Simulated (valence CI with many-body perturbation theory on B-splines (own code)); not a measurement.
E1 transitions of Bi

Calculated by relativistic CI+MBPT: five valence electrons over a frozen Dirac-Fock core [Xe] 4f14 5d10, a basis of 9 s, 9 p, 8 d, 6 f, 3 g, 1 h functions for each j, with the one-electron correlation potential Σ1, the two-electron term Σ2, the three-electron term Σ3, Breit, model QED; selected CI, second order for the rest, scaled by the run's own slope (own B-spline code, finite nucleus).

Set against measurement, 16 paired levels are off by 254 cm⁻¹ on average, the worst by 606. These come from a selection out of the NIST Handbook of Basic Atomic Spectroscopic Data. Levels without a partner in it may be off by more. Among the levels kept, up to 640 cm⁻¹ of a level comes from second order outside the variational space, and about a tenth of that is noise between levels of different J, which matters for small intervals.

Lines 1 to 50 of 95 in falling wavelength, among levels below 53115 cm⁻¹, chosen from the strongest by gf and those to the six lowest levels. Wavelengths and rates use the calculated energies, so an error of 300 cm⁻¹ moves a line at 35340 Å by 11 % and its rate by three times that or more. Electric multipoles are in the length gauge, E1 and E2 with the static RPA response of the core. Weak lines are less certain than strong ones. Lines between different terms over intervals too small for the method are left out, as are lines whose strength nearly cancels and 4 of this kind that miss the measured wavelength by over 7 %. The highest levels of a list are the least certain.

Levels are named by their leading jj configuration (3d3/2^4 stands for four electrons in 3d with j = 3/2), which in mixed levels can hold well under half, so a name can repeat and another be missing. Letters in brackets count levels of one name in rising energy.

```tsv
λ vac (Å)	λ from measured levels	Upper	Lower	A (s⁻¹)	S (a.u.)
44290		(6s^2 6p1/2^2 9p1/2) J=1/2	(6s^2 6p1/2^2 7d3/2) J=3/2	4.19e+05	3.59e+01
42980		(6s^2 6p1/2^2 9s) J=1/2	(6s^2 6p1/2^2 8p1/2) J=1/2	1.26e+06	9.87e+01
41410		(6s^2 6p1/2^2 9p3/2) J=3/2	(6s^2 6p1/2^2 7d5/2) J=5/2	2.85e+05	3.99e+01
39830		(6s^2 6p1/2^2 9p3/2) J=3/2	(6s^2 6p1/2^2 7d3/2) J=3/2	2.14e+04	2.67e+00
39480		(6s^2 6p1/2^2 8p1/2) J=1/2	(6s^2 6p1/2^2 8s) J=1/2	1.96e+06	1.19e+02
35340	35880	(6s^2 6p1/2^2 6d3/2) J=3/2	(6s^2 6p1/2^2 7p1/2) J=1/2	9.29e+05	8.09e+01
34850		(5f7/2 6s^2 6p1/2^2) J=7/2	(6s^2 6p1/2 6p3/2 7s) J=5/2	3.30e+04	5.51e+00
34780		(5f5/2 6s^2 6p1/2^2) J=5/2	(6s^2 6p1/2 6p3/2 7s) J=5/2	1.63e+03	2.03e-01
31880		(6s^2 6p1/2^2 8p3/2) J=3/2	(6s^2 6p1/2^2 8s) J=1/2	3.06e+06	1.96e+02
29260		(6s^2 6p1/2^2 8p1/2) J=1/2	(6s^2 6p1/2 6p3/2 7s) J=1/2	6.76e+05	1.67e+01
28770		(6s^2 6p1/2^2 9p1/2) J=1/2	(6s^2 6p1/2 6p3/2 7s) J=3/2 [b]	4.50e+03	1.06e-01
26820		(6s^2 6p1/2^2 9p3/2) J=3/2	(6s^2 6p1/2 6p3/2 7s) J=3/2 [b]	1.44e+03	5.49e-02
24870		(6s^2 6p1/2^2 8p3/2) J=3/2	(6s^2 6p1/2 6p3/2 7s) J=1/2	9.82e+05	2.98e+01
23550	22560	(6s^2 6p1/2^2 8s) J=1/2	(6s^2 6p1/2^2 7p3/2) J=3/2	5.36e+06	6.90e+01
22540		(6s^2 6p1/2^2 8p1/2) J=1/2	(6s^2 6p1/2 6p3/2 7s) J=3/2 [a]	1.02e+04	1.15e-01
21520		(6s^2 6p1/2^2 9p3/2) J=3/2	(6s^2 6p1/2 6p3/2 7s) J=5/2	2.23e+04	4.38e-01
19840		(6s^2 6p1/2^2 8p3/2) J=3/2	(6s^2 6p1/2 6p3/2 7s) J=3/2 [a]	1.42e+04	2.19e-01
18200		(6s^2 6p1/2^2 8p3/2) J=3/2	(6s^2 6p1/2^2 6d5/2) J=5/2	1.07e+06	1.27e+01
17320		(6s^2 6p1/2^2 8p1/2) J=1/2	(6s^2 6p1/2^2 6d3/2) J=3/2	1.42e+06	7.28e+00
16870	18020	(6s^2 6p1/2 6p3/2 7s) J=5/2	(6s^2 6p1/2^2 7p3/2) J=3/2	1.53e+05	2.18e+00
16480	16000	(6s^2 6p1/2^2 8s) J=1/2	(6s^2 6p1/2^2 7p1/2) J=1/2	4.11e+06	1.82e+01
16460		(6s^2 6p1/2^2 9p1/2) J=1/2	(6s^2 6p1/2^2 8s) J=1/2	1.65e+05	7.27e-01
15800		(6s^2 6p1/2^2 9p3/2) J=3/2	(6s^2 6p1/2^2 8s) J=1/2	4.82e+05	3.76e+00
15680		(6s^2 6p1/2^2 8p3/2) J=3/2	(6s^2 6p1/2^2 6d3/2) J=3/2	5.31e+04	4.05e-01
15480		(5f5/2 6s^2 6p1/2^2) J=5/2	(6s^2 6p1/2 6p3/2 7s) J=3/2 [a]	7.54e+04	8.29e-01
14610	15340	(6s^2 6p1/2 6p3/2 7s) J=3/2 [b]	(6s^2 6p1/2^2 7p3/2) J=3/2	3.47e+05	2.14e+00
14480		(5f7/2 6s^2 6p1/2^2) J=7/2	(6s^2 6p1/2^2 6d5/2) J=5/2	1.71e+07	2.04e+02
14470		(5f5/2 6s^2 6p1/2^2) J=5/2	(6s^2 6p1/2^2 6d5/2) J=5/2	1.15e+06	1.03e+01
14370		(6s^2 6p1/2^2 9p1/2) J=1/2	(6s^2 6p1/2 6p3/2 7s) J=1/2	1.85e+05	5.41e-01
13870		(6s^2 6p1/2^2 9p3/2) J=3/2	(6s^2 6p1/2 6p3/2 7s) J=1/2	8.42e+05	4.43e+00
12830		(5f5/2 6s^2 6p1/2^2) J=5/2	(6s^2 6p1/2^2 6d3/2) J=3/2	1.66e+07	1.04e+02
12530		(6s^2 6p1/2^2 9p1/2) J=1/2	(6s^2 6p1/2 6p3/2 7s) J=3/2 [a]	4.37e+03	8.49e-03
12400	12380	(6s^2 6p1/2^2 7d3/2) J=3/2	(6s^2 6p1/2^2 7p3/2) J=3/2	1.37e+06	5.15e+00
12260	12170	(6s^2 6p1/2^2 7d5/2) J=5/2	(6s^2 6p1/2^2 7p3/2) J=3/2	7.82e+06	4.26e+01
12150		(6s^2 6p1/2^2 9p3/2) J=3/2	(6s^2 6p1/2 6p3/2 7s) J=3/2 [a]	2.00e+05	7.08e-01
11940	11710	(6s^2 6p1/2^2 7p1/2) J=1/2	(6s^2 6p1/2^2 7s) J=1/2	1.78e+07	2.99e+01
11540	12000	(6s^2 6p1/2 6p3/2 7s) J=3/2 [b]	(6s^2 6p1/2^2 7p1/2) J=1/2	2.33e+06	7.06e+00
11510		(6s^2 6p1/2^2 9p3/2) J=3/2	(6s^2 6p1/2^2 6d5/2) J=5/2	1.01e+05	3.03e-01
10980		(6s^2 6p1/2^2 9s) J=1/2	(6s^2 6p1/2^2 7p3/2) J=3/2	1.89e+06	2.46e+00
10740		(6s^2 6p1/2^2 9p1/2) J=1/2	(6s^2 6p1/2^2 6d3/2) J=3/2	8.91e+04	1.09e-01
10450		(6s^2 6p1/2^2 9p3/2) J=3/2	(6s^2 6p1/2^2 6d3/2) J=3/2	2.28e+03	5.14e-03
10120	10110	(6s^2 6p1/2^2 7d3/2) J=3/2	(6s^2 6p1/2^2 7p1/2) J=1/2	4.06e+06	8.30e+00
9868	9304	(6s^2 6p1/2^2 6d3/2) J=3/2	(6s^2 6p3/2^3) J=3/2	1.40e+01	2.65e-05
9805	9660	(6s^2 6p1/2^2 7p3/2) J=3/2	(6s^2 6p1/2^2 7s) J=1/2	2.91e+07	5.41e+01
9372	9151	(6s^2 6p1/2^2 7s) J=1/2	(6s^2 6p1/2 6p3/2^2) J=1/2	1.56e+04	1.27e-02
9151		(6s^2 6p1/2^2 9s) J=1/2	(6s^2 6p1/2^2 7p1/2) J=1/2	1.85e+06	1.40e+00
9078	8582	(6s^2 6p1/2^2 6d5/2) J=5/2	(6s^2 6p3/2^3) J=3/2	2.46e+04	5.45e-02
8719	8547	(6s^2 6p1/2 6p3/2 7s) J=3/2 [a]	(6s^2 6p3/2^3) J=3/2	7.34e+04	9.61e-02
8007	7842	(6s^2 6p1/2 6p3/2 7s) J=1/2	(6s^2 6p3/2^3) J=3/2	3.51e+04	1.78e-02
7478	7038	(6s^2 6p1/2^2 8s) J=1/2	(6s^2 6p3/2^3) J=3/2	3.53e+04	1.46e-02
```
